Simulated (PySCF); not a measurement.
Ge(OH) (GeHO), SMILES [OH][Ge] (connectivity only; charge and spin as stated), neutral, multiplicity 2.

The structure is a stationary point at PBE-D3(BJ)/def2-TZVP.

Two levels are set side by side: PBE/def2-TZVPD (PySCF) and CAM-B3LYP/def2-TZVPD (PySCF). Same geometry, gas phase. Differences are taken from unrounded values.

```
quantity                     CAM-B3LYP   PBE  PBE minus CAM-B3LYP
---------------------------  ---------  ----  -------------------
α-spin orbital gap (eV)           4.66  0.52                -4.15
β-spin orbital gap (eV)           8.95  4.57                -4.38
dipole moment (D)                 1.39  1.24                -0.15
mean polarisability (bohr³)       40.9  44.0                  3.1
```

Loosely held outer electrons make PBE densities more polarisable. Differences between two approximate levels are no errors against the true value.

Rough cost on one machine, each run with all the roots and properties that it gave: CAM-B3LYP against PBE within a factor of 2.
